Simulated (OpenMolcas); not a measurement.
Multiconfigurational calculation on Ru⁺

Input:

```
&GATEWAY
Coord
1

Ru 0.0 0.0 0.0
Basis=ANO-RCC-VTZP
Group=XYZ
NoMove
AngMom=0.0 0.0 0.0
AMFI
&SEWARD
* reference wave functions (RASSCF and RASSI steps not shown): 7 electrons in 11 orbitals (4d 5s 5d)
>>> COPY JOB001 $Project.JobIph
&CASPT2
Multistate=15 1 2 3 4 5 6 7 8 9 10 11 12 13 14 15
Frozen=8 6
IPEA=0.25
Imaginary=0.1
MaxIter=60
WThr=0.0 0.3 0.05
PrWF=0.5
NoMix
>>> COPY JOB002 $Project.JobIph
&CASPT2
Multistate=5 1 2 3 4 5
Frozen=8 6
IPEA=0.25
Imaginary=0.1
MaxIter=60
WThr=0.0 0.3 0.05
PrWF=0.5
NoMix
>>> COPY JOB003 $Project.JobIph
&CASPT2
Multistate=28 1 2 3 4 5 6 7 8 9 10 11 12 13 14 15 16 17 18 19 20 21 22
23 24 25 26 27 28
Frozen=8 6
IPEA=0.25
Imaginary=0.1
MaxIter=60
WThr=0.0 0.3 0.05
PrWF=0.5
NoMix
```

Launched by
```bash
OMP_NUM_THREADS=1 MOLCAS_MEM=2252 MOLCAS_PROJECT=a pymolcas a.inp > a.log  # once for each step of the input, in one work folder
```

Output, cut to the results:

```
--- CASPT2 ---
Orbital specifications:
      -----------------------

      Symmetry species                           1   2
                                                ag  au
      Frozen orbitals                            8   6
      Inactive orbitals                          1   3
      Active orbitals                           11   0
      Secondary orbitals                        16  23
      Deleted orbitals                           0   0
      Number of basis functions                 36  32
Type of calculation                        MS-CASPT2
      Fock operator                              state-specific
      IPEA shift                                 0.25
      Real shift                                 0.00
      Imaginary shift                            0.10
      The input orbitals will be transformed to quasi-canonical
Reference energy:       -4527.1542948400
      E2 (Non-variational):      -0.4264995421
      Shift correction:          -0.0001950029
      E2 (Variational):          -0.4266945450
      Total energy:           -4527.5809893850
      Residual norm:              0.0000008666
      Reference weight:           0.92605
      Contributions to the CASPT2 correlation energy
      Active & Virtual Only:         -0.1223292022
      One Inactive Excited:          -0.2045356449
      Two Inactive Excited:          -0.0996346951
Reference energy:       -4527.1542948319
      E2 (Non-variational):      -0.4283028496
      Shift correction:          -0.0002062231
      E2 (Variational):          -0.4285090728
      Total energy:           -4527.5828039047
      Residual norm:              0.0000004283
      Reference weight:           0.92500
      Contributions to the CASPT2 correlation energy
      Active & Virtual Only:         -0.1237085407
      One Inactive Excited:          -0.2047904033
      Two Inactive Excited:          -0.0998039056
::    CASPT2 Root  1     Total energy:  -4527.58098939
::    CASPT2 Root  2     Total energy:  -4527.58280390
::    CASPT2 Root  3     Total energy:  -4527.58179655
::    CASPT2 Root  4     Total energy:  -4527.58176888
::    CASPT2 Root  5     Total energy:  -4527.58160527
::    CASPT2 Root  6     Total energy:  -4527.58114633
::    CASPT2 Root  7     Total energy:  -4527.58106468
::    CASPT2 Root  8     Total energy:  -4527.54835003
::    CASPT2 Root  9     Total energy:  -4527.54835909
::    CASPT2 Root 10     Total energy:  -4527.54834187
::    CASPT2 Root 11     Total energy:  -4527.50411352
::    CASPT2 Root 12     Total energy:  -4527.50387682
::    CASPT2 Root 13     Total energy:  -4527.50392327
::    CASPT2 Root 14     Total energy:  -4527.50411175
::    CASPT2 Root 15     Total energy:  -4527.50411044
::    MS-CASPT2 Root  1     Total energy:  -4527.58389752
::    MS-CASPT2 Root  2     Total energy:  -4527.58346060
::    MS-CASPT2 Root  3     Total energy:  -4527.58208136
::    MS-CASPT2 Root  4     Total energy:  -4527.58153881
::    MS-CASPT2 Root  5     Total energy:  -4527.58095445
::    MS-CASPT2 Root  6     Total energy:  -4527.58023450
::    MS-CASPT2 Root  7     Total energy:  -4527.57940486
::    MS-CASPT2 Root  8     Total energy:  -4527.54829924
::    MS-CASPT2 Root  9     Total energy:  -4527.54826196
::    MS-CASPT2 Root 10     Total energy:  -4527.54809626
::    MS-CASPT2 Root 11     Total energy:  -4527.50411462
::    MS-CASPT2 Root 12     Total energy:  -4527.50411232
::    MS-CASPT2 Root 13     Total energy:  -4527.50410735
::    MS-CASPT2 Root 14     Total energy:  -4527.50392590
::    MS-CASPT2 Root 15     Total energy:  -4527.50387206
--- CASPT2 ---
Orbital specifications:
      -----------------------

      Symmetry species                           1   2
                                                ag  au
      Frozen orbitals                            8   6
      Inactive orbitals                          1   3
      Active orbitals                           11   0
      Secondary orbitals                        16  23
      Deleted orbitals                           0   0
      Number of basis functions                 36  32
Type of calculation                        MS-CASPT2
      Fock operator                              state-specific
      IPEA shift                                 0.25
      Real shift                                 0.00
      Imaginary shift                            0.10
      The input orbitals will be transformed to quasi-canonical
Reference energy:       -4527.1199127633
      E2 (Non-variational):      -0.4293273720
      Shift correction:          -0.0003369723
      E2 (Variational):          -0.4296643443
      Total energy:           -4527.5495771076
      Residual norm:              0.0000004135
      Reference weight:           0.91885
      Contributions to the CASPT2 correlation energy
      Active & Virtual Only:         -0.1152478791
      One Inactive Excited:          -0.2088999801
      Two Inactive Excited:          -0.1051795128
Reference energy:       -4527.1199127619
      E2 (Non-variational):      -0.4293795155
      Shift correction:          -0.0003386136
      E2 (Variational):          -0.4297181290
      Total energy:           -4527.5496308909
      Residual norm:              0.0000004178
      Reference weight:           0.91879
      Contributions to the CASPT2 correlation energy
      Active & Virtual Only:         -0.1152919739
      One Inactive Excited:          -0.2089082440
      Two Inactive Excited:          -0.1051792975
::    CASPT2 Root  1     Total energy:  -4527.54957711
::    CASPT2 Root  2     Total energy:  -4527.54963089
::    CASPT2 Root  3     Total energy:  -4527.54959985
::    CASPT2 Root  4     Total energy:  -4527.54956523
::    CASPT2 Root  5     Total energy:  -4527.54958816
::    MS-CASPT2 Root  1     Total energy:  -4527.54964486
::    MS-CASPT2 Root  2     Total energy:  -4527.54960014
::    MS-CASPT2 Root  3     Total energy:  -4527.54958693
...
```

Levels above the lowest, from the spin-orbit matrix with the single-state CASPT2 energies, averaged by term, on its diagonal:

```tsv
Configuration	Term	J	E (cm-1)	Measured (cm-1)	g	Term weight %	Second
4d7	4F	9/2	0.0	0.0	1.331	98	
4d7	4F	7/2	1467	1523	1.237	100	
4d7	4F	5/2	2420	2494	1.031	99	
4d7	4F	3/2	3000	3104	0.408	98	2 2D
4d6 5s	6D	9/2	7550	9151	1.557	100	
4d7	4P	5/2	8170	8257	1.603	90	9 4d6 5s 6D
4d7	4P	3/2	8360	8478	1.707	80	10 4d6 5s 6D
4d6 5s	6D	7/2	8440	10150	1.588	100	
4d7	4P	1/2	9060	9374	2.798	70	27 4d6 5s 6D
4d6 5s	6D	5/2	9230	10852	1.653	91	9 4d7 4P
4d6 5s	6D	3/2	9780	11304	1.845	90	8 4d7 4P
4d6 5s	6D	1/2	10270	11604	3.124	73	26 4d7 4P
4d7	2G	9/2	11170		1.101	91	7 2H
4d7	2G	7/2	12590		0.890	100	
4d7	2P	3/2	13160		1.221	61	27 2D
4d7	2D	5/2	14940		1.203	98	
4d7	2P	1/2	14980		0.743	94	4 4P
4d7	2H	11/2	15360		1.091	100	
4d7	2H	9/2	16710		0.923	93	7 2G
4d7	2D	3/2	17320		0.953	70	26 2P
4d6 5s	4D	7/2	17680	19379	1.430	100	
4d6 5s	4D	5/2	18710	20515	1.372	100	
4d6 5s	4D	3/2	19450	21246	1.202	99
```

Against the 14 measured excited levels shown (NIST Handbook of Basic Atomic Spectroscopic Data) the mean absolute deviation is 990 cm-1; the largest miss in energy is 4d6 5s 4D 5/2: computed 18710, measured 20515 cm-1 (-8.8 %), and the largest in proportion 4d6 5s 6D 9/2 (-17.5 %).

CASPT2 does not keep the components of a term degenerate, so their means are used; among the terms shown or strongly mixed into the levels shown the widest spread is 400 cm-1 (4d7 4F). Some levels mix across a computed gap that differs much from the measured one, so their mixing is not that of the real levels. Terms from blocks run as CI alone lack orbitals of their own. Active for correlation alone: 5d; no level in the range computed is led by a configuration that fills it, so any true level of that kind is missing. Measured partners are found by configuration, term and J. A level has none where our copy of the source lacks it or the pairing is in doubt (some pairs that miss far off the trend of their configuration count as doubtful), and it then counts in no deviation. Levels of configurations outside the active space are missing. The first state left out of the spin-orbit step lies near 24000 cm-1 above the lowest spin-free state of the reference (among the parities and spins computed), and the list stops at four fifths of that energy or lower.

The CASPT2 steps took 61 min on 1 thread of Intel(R) Xeon(R) 6975P-C (Granite Rapids) (shared host); the integral step is not counted.

The term weight is that of the spin-free term in the level, not the purity of its configuration.
